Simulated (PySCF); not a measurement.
# How the method changes the constants of GeCl⁻

State: ³Σ⁻ (triplet), unpaired electrons π ↑↑. Set-up: Ge def2-TZVPPD, Cl def2-TZVPPD; no relativity (PySCF 2.14). De refers to Ge + Cl⁻ in their high-spin ground configurations, without counterpoise correction. The functionals are run spin-unrestricted. A positive dipole points towards Cl; it is taken about the centre of mass and depends on that origin.

```csv
Level,Re (Å),ωe (cm⁻¹),De (eV),μ (D),"CPU s a point (SCF and correlation, without the integrals)"
UHF,2.415,246,n/a,-1.49,2.4
UHF-MP2,2.355,282,1.76,n/a,4.1
UHF-SCS-MP2,2.374,272,1.64,n/a,n/a
UHF-CCSD,2.367,276,n/a,n/a,n/a
UHF-CCSD(T),2.366,278,1.74,n/a,170
PBE,2.378,267,1.91,-0.91,2
PBEsol,2.343,284,2.11,-0.66,1.3
BP86,2.384,264,1.87,-0.91,1.3
r²SCAN,2.351,281,1.99,-0.72,2.7
M06-L,2.374,263,1.91,-0.81,2.5
PBE0,2.356,278,1.88,-0.89,4.8
B97-3,2.381,266,1.73,-1.03,2.6
M06-2X,2.371,276,1.82,-1.06,4
CAM-B3LYP,2.374,266,1.67,-1.21,6.5
```

The bond length runs from 2.343 Å (PBEsol) to 2.415 Å (UHF). De spans 1.64 eV (UHF-SCS-MP2, perturbation theory) to 2.11 eV (PBEsol, GGA).

Correlated steps freeze 14 core orbitals. Spin–orbit coupling is left out. For an ion De counts to the pair picked by the measured ionisation energies or electron affinities, which need not be the lowest pair at this level. The highest Kohn–Sham level is positive in this anion. Much of that is self-interaction error, but it also means that the finite basis helps to hold the extra electron. The state is the lowest determinant that a PBE0 search found; another state may lie lower at other levels.

The whole job (state search and all levels along the bond) took about 16 min on 2 threads of Intel Xeon Platinum 8259CL @ 2.50GHz (shared host), peak memory 4.7 GiB.
